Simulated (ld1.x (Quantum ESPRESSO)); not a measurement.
**Building the TM potential for C (PBE, non-relativistic).**

* Element: carbon (C)
* Generator: ld1.x (Quantum ESPRESSO) 7.5
* Type: norm-conserving Troullier–Martins (Kleinman–Bylander form)
* Functional: PBE
* Relativity: non-relativistic
* Frozen core: [He]
* Valence charge: 4
* Reference configuration: 2s2 2p1 (charge +1)
* Partial waves: 2s (bound): rc 1.30 bohr; 2p (bound): rc 1.35 bohr
* Local potential: the p channel
* Core correction: Bessel-smoothed model core inside 0.75 bohr

Estimate the cutoffs (Ry, on a coarse ladder) from which the occupation-weighted sum of valence levels, in a spherical-Bessel basis at the reference potential, stays within 10 and 1 mRy of its value at 400 Ry.

45 Ry and 80 Ry.

Does the potential have ghost states?

No extra level below or beside the all-electron valence levels (s, p, d, f tested).

Tests: 2s2 2p2; 2s2 2p0; 2s1 2p0; 2s1 2p2; 2s2 2p2.3; 2s2 2p1.5; 2s1 2p3. Which has the largest error in its energy relative to the reference configuration, and how large is it?

2s1 2p0, with +176 meV (all-electron minus pseudo) on +72.33 eV.
